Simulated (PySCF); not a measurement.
Correlation energy of Pr(53+) (praseodymium, charge +53)

[He] 2s2 2p2, high-spin 3P determinant. Computed with PySCF 2.14 in an even-tempered Gaussian basis (19 s from 29 bohr⁻², ratio 2.2; 12 p from 37 bohr⁻², ratio 2.2; 5 d from 140 bohr⁻², ratio 2.4; 5 f from 210 bohr⁻², ratio 2.4; 4 g from 320 bohr⁻², ratio 2.4), with scalar relativity by spin-free X2C-1e. Frozen: nothing; 6 electrons correlated; the 11 highest virtual orbitals of each spin left out.

MP2 pair energies summed by pair of shells (mhartree):

```tsv
pair	energy	share (%)
2s-2p	-71.66	29.6
2s-2s	-70.62	29.2
1s-1s	-51.99	21.5
1s-2p	-20.24	8.4
1s-2s	-17.36	7.2
2p-2p	-10.26	4.2
```

Total MP2 correlation energy: -242.12 mhartree.

At this charge the one-electron X2C treatment keeps the bare 1/r₁₂, with no two-electron picture change or Breit term. That inflates the 1s pair energies well beyond their four-component values; and a scalar Hamiltonian misses the large spin-orbit splitting of the p shells, which matters for ns² → np² pairs.

Spin-orbit coupling is strong in this species, so the high-spin LS determinant is a model state.
